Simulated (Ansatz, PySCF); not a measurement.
H3Cl2OSiTi (SMILES [SiH3][O][Ti+]([Cl])[Cl]), charge +1, singlet, at a GFN2-xTB geometry (such geometries of metal compounds can be far from the true shape) (the multiplicity is a formal guess). Base run: B3LYP/6-31G* in PySCF.

Here is a job for PySCF.
```python
from pyscf import gto, scf, dft

mol = gto.Mole()
mol.atom = '''
    Ti   -0.37754419    0.51301646    0.66708563
    Cl   -0.20566171   -1.44874539    1.45970201
    Cl    1.66186389    1.08867110    0.54090390
    O    -0.88421066    0.31736393   -0.90706824
    Si   -0.56543591   -0.42665482   -2.38931337
    H    -0.28766120    0.69529194   -3.29376220
    H    -1.79420170   -1.17020442   -2.68516088
    H     0.62218578   -1.25593064   -2.00032839
'''
mol.basis = '6-31g*'
mol.charge = 1
mol.verbose = 4
mol.build()

mf = dft.RKS(mol)
mf.xc = 'b3lyp'
mf.kernel()
```

The same geometry, method and basis name were run in Ansatz (an electronic-structure program) and PySCF, at each program's defaults and at the settings that a row names. The base is PySCF at its defaults. Differences at the defaults can come from grids, fitting, cores and function types together.

```
code and settings                                                               ΔE vs base (mEh)  basis functions       E (Eh)  SCF cycles
------------------------------------------------------------------------------  ----------------  ---------------  -----------  ----------
PySCF, defaults (exact integrals, its default grid, spherical functions)                   0.000              108  -2136.23006          13
Ansatz, defaults (factorised integrals, its default grid, Cartesian functions)           -14.933              114  -2136.24500           -
PySCF, density fitting with def2-universal-jkfit                                          -0.045              108  -2136.23011          13
PySCF, fine grid                                                                           0.003              108  -2136.23006          13
Ansatz, high accuracy, Cartesian functions as the basis file defines them                -14.934              114  -2136.24500           -
```
